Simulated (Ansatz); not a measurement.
Geometry optimisation, RKS PBE-D4/def2-SVP (Ansatz).

The input (input.yaml):

```yaml
crystal:
  periodic: [false, false, false]
  atoms:
    - { symbol: Sn, position_ang: [0.0, 0.0, 0.0] }
    - { symbol: H, position_ang: [0.0, 0.0, 1.74] }
    - { symbol: H, position_ang: [1.6408, 0.0, -0.5794] }
    - { symbol: Cl, position_ang: [-1.1351, 1.9666, -0.8025] }
    - { symbol: H, position_ang: [-0.8195, -1.4198, -0.5794] }
basis:
  gaussian: { orbitals: def2-SVP }
hamiltonian:
  xc: pbe
  dispersion: d4
relax:
  f_tol: 0.02
  max_steps: 40
output:
  orbitals: {}
```

Run as:

```bash
$ ansatz run input.yaml --threads 1 --pin off --max-ram 2048MiB --backend cpu --events-out ev --progress --plain --runs-dir out
```

Question: Where does it end, and by what steps?

Answer: The run converged. After 3 steps the energy has fallen by 0.035 eV; Cl4 moved furthest, 0.08 Å.

| step | energy less start (eV) | largest force component (eV/Å) | accepted |
| --- | --- | --- | --- |
| 0 | 0.0000 | 0.395 | yes |
| 1 | 0.0177 | 0.384 | no |
| 2 | -0.0348 | 0.051 | yes |
| 3 | -0.0351 | 0.017 | yes |

```xyz
5
Properties=species:S:1:pos:R:3
Sn 0.023 -0.040 0.017
H -0.023 0.039 1.738
H 1.631 0.040 -0.600
Cl -1.097 1.900 -0.775
H -0.849 -1.393 -0.601
```

Time of the run: 5.1 s on 1 thread of Arm Neoverse V2 (shared host), peak memory 0.1 GiB.
